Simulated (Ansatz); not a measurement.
Mulliken charges of AlF3H3N (`[NH3+][Al-]([F])([F])[F]`) from ωB97M-V/def2-TZVPP in Ansatz (PBE0-D4/def2-TZVP geometry).

| atom | x (Å) | y (Å) | z (Å) | charge (e) |
| --- | --- | --- | --- | --- |
| N1 | -0.835 | -0.150 | 0.461 | -0.122 |
| Al2 | 0.894 | 0.142 | -0.495 | 0.767 |
| F3 | 1.962 | -0.456 | 0.621 | -0.381 |
| F4 | 0.647 | -0.771 | -1.855 | -0.381 |
| F5 | 0.859 | 1.787 | -0.686 | -0.381 |
| H6 | -1.440 | -0.766 | -0.074 | 0.166 |
| H7 | -0.674 | -0.573 | 1.370 | 0.166 |
| H8 | -1.320 | 0.731 | 0.601 | 0.166 |

Task: By hand: the dipole of these point charges (1 e Å = 4.8032 D).

Result: Σ q r = (-1.104, -0.187, 0.611) e Å, of length 1.276 e Å = 6.13 D.

Task: How does the dipole of the full density compare? (Best estimate.)

Result: The calculation gave: (-1.131, -0.191, 0.625) e Å, 6.27 D; the point charges give 0.98 times that, at 0° from its direction.

Point charges leave out the atoms' own dipoles, such as those of lone pairs, and Mulliken's split depends on the basis, so the close match here is no proof of good charges.
